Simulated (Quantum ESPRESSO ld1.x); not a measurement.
Input file for ld1.x (Quantum ESPRESSO 7.5):

```
 &input
    atom='Mo',
    iswitch=1,
    rel=1,
    lsd=1,
    dft='PZ',
    config='[Ne] 3s2 3p3',
    verbosity='high',
    prefix='ld1',
    max_out_wfc=37,
    file_charge='ld1.rho',
 /
```

It prints:

```
     Program LD1 v.7.5 starts

     --------------------------- All-electron run ----------------------------

     scalar relativistic calculation

     atomic number is 42.00
     dft =PZ   lsd =1 sic =0 latt =0  beta=0.20 tr2=1.0E-14
     Exchange-correlation= PZ
                           (   1   1   0   0   0   0   0)
     mesh =2043 r(mesh) =  99.31835 a.u. xmin = -8.00 dx = 0.00800
     1 Ry =  13.60569312 eV, c = 137.03599908

     n l     nl                  e(Ry)          e(Ha)          e(eV)
     1 0     1S 1( 1.00)   -1551.941904895    -775.970952448 -21115.2453027
     2 0     2S 1( 1.00)    -299.086581353    -149.543290676  -4069.2802431
     2 1     2P 1( 3.00)    -278.314848589    -139.157424294  -3786.6664215
     3 0     3S 1( 1.00)    -112.019911455     -56.009955728  -1524.1085389
     3 1     3P 1( 3.00)    -105.375260500     -52.687630250  -1433.7034571
     1 0     1S 2( 1.00)   -1551.545213942    -775.772606971 -21109.8480474
     2 0     2S 2( 1.00)    -298.720055993    -149.360027996  -4064.2934115
     2 1     2P 2( 3.00)    -277.874960122    -138.937480061  -3780.6814340
     3 0     3S 2( 1.00)    -110.839564517     -55.419782258  -1508.0491007
     3 1     3P 2( 0.00)    -104.185982756     -52.092991378  -1417.5225091

     final scf error:  8.7E-15 reached in  14 iterations

     Etot =   -7068.919998 Ry,   -3534.459999 Ha,  -96177.556209 eV
     Total magnetization:    3.00 Bohr mag.

     Ekin =    7317.538700 Ry,    3658.769350 Ha,   99560.185968 eV
     Encl =  -15442.458275 Ry,   -7721.229137 Ha, -210105.348348 eV
     Eh   =    1210.851885 Ry,     605.425942 Ha,   16474.479159 eV
     Exc  =    -154.852308 Ry,     -77.426154 Ha,   -2106.872987 eV

     normalization and overlap integrals

     s(1S/1S) =  1.000000  <r> =   0.0352  <r2> =    0.0017  r(max) =   0.0229
     s(1S/2S) = -0.009107
     s(1S/3S) = -0.004246
     s(2S/2S) =  1.000000  <r> =   0.1520  <r2> =    0.0272  r(max) =   0.1288
     s(2S/3S) = -0.002578
     s(2P/2P) =  1.000000  <r> =   0.1322  <r2> =    0.0213  r(max) =   0.1029
     s(2P/3P) = -0.002141
     s(3S/3S) =  1.000000  <r> =   0.3768  <r2> =    0.1614  r(max) =   0.3557
     s(3P/3P) =  1.000000  <r> =   0.3661  <r2> =    0.1545  r(max) =   0.3418
     s(1S/1S) =  1.000000  <r> =   0.0352  <r2> =    0.0017  r(max) =   0.0229
     s(1S/2S) = -0.009111
     s(1S/3S) = -0.004232
     s(2S/2S) =  1.000000  <r> =   0.1519  <r2> =    0.0271  r(max) =   0.1288
     s(2S/3S) = -0.002572
     s(2P/2P) =  1.000000  <r> =   0.1321  <r2> =    0.0212  r(max) =   0.1029
     s(2P/3P) = -0.002137
     s(3S/3S) =  1.000000  <r> =   0.3777  <r2> =    0.1622  r(max) =   0.3557
     s(3P/3P) =  1.000000  <r> =   0.3670  <r2> =    0.1553  r(max) =   0.3418

     ------------------------ End of All-electron run ------------------------
```

Run on one thread of a shared host, so times are rough (Intel(R) Xeon(R) Processor @ 2.60GHz): 0.61 s of CPU time, 0.64 s wall, 14 iterations on 2043 mesh points.
